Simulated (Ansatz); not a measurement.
A run for Ansatz (a first-principles code): R-HF/def2-TZVPP on FHSn (SMILES [F][SnH]), atoms moved off the minimum. Elements past Kr take the def2 small-core potentials; no spin–orbit coupling.

Ansatz 0.2 input:
```yaml
crystal:
  periodic: [false, false, false]
  atoms:
    - {symbol: Sn, position_ang: [-0.10485583, -0.15498763, 0.25879876]}
    - {symbol: H, position_ang: [-1.00017225, -1.10366995, -1.00246971]}
    - {symbol: F, position_ang: [0.62582285, 1.10568412, -1.09881395]}
basis:
  gaussian:
    orbitals: def2-TZVPP
hamiltonian:
  xc: {name: HF}
scf: {lower_state_search: off}
output: {forces: true}
```

Question: Predict the final total energy.

Answer: -313.4336 hartree.
